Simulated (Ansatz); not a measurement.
Breaking a bond: Au(Me)(CNMe), C3H6AuN, SMILES C[N+]#[C-]->[Au][CH3]. The Au1–C8 bond (Au1 also carries C; C8 carries H, H, H) is varied alone, starting from the PBE0/def2-SVP, def2 effective core potentials past Kr optimised geometry.

Level of theory: restricted PBE/def2-SVP, def2 effective core potentials past Kr (Ansatz, a first-principles code).

The batch members p0 to p7 hold the bond at 1.69, 1.80, 1.93, 2.00, 2.05, 2.13, 2.19, 2.33 Å.

Ansatz input:

Ansatz 0.2 input:
```yaml
# input.yaml
basis:
  gaussian: { orbitals: def2-svp }
hamiltonian:
  xc: pbe
batch:
  members: [p0.yaml, p1.yaml, p2.yaml, p3.yaml, p4.yaml, p5.yaml, p6.yaml, p7.yaml]

# p4.yaml, one of the 8 members of this batch
crystal:
  periodic: [false, false, false]
  atoms:
    - { symbol: Au, position_ang: [0.0, 0.0, 0.0] }
    - { symbol: C, position_ang: [0.00774914, 0.0041896, -4.56241834] }
    - { symbol: N, position_ang: [0.00425837, 0.00203367, -3.15618507] }
    - { symbol: C, position_ang: [0.00169331, 0.00124188, -1.99003067] }
    - { symbol: H, position_ang: [0.88473763, -0.54372408, -4.93643056] }
    - { symbol: H, position_ang: [0.04574357, 1.03771602, -4.93603453] }
    - { symbol: H, position_ang: [-0.90429113, -0.47971725, -4.94083741] }
    - { symbol: C, position_ang: [0.0, 0.0, 2.05] }
    - { symbol: H, position_ang: [0.0, 1.02781968, 2.45040092] }
    - { symbol: H, position_ang: [0.88997488, -0.51314903, 2.45154301] }
    - { symbol: H, position_ang: [-0.88971751, -0.51332063, 2.45188519] }
total_charge: 0
magnetization:
  spin_polarized: false
```

Lines of the output on each member:

```
Member 3: Total energy: -8383.66104894 eV, -308.0938608990 hartree
Member 2: Total energy: -8383.52918382 eV, -308.0890149453 hartree
Member 0: Total energy: -8381.71068675 eV, -308.0221864104 hartree
Member 1: Total energy: -8382.88495113 eV, -308.0653398305 hartree
Member 4: Total energy: -8383.69158080 eV, -308.0949829242 hartree
Member 6: Total energy: -8383.58419655 eV, -308.0910366259 hartree
Member 5: Total energy: -8383.65844258 eV, -308.0937651171 hartree
Member 7: Total energy: -8383.30638509 eV, -308.0808272429 hartree
```

The restricted form behind RKS-PBE keeps the bonding electrons paired and can't separate into open-shell fragments.
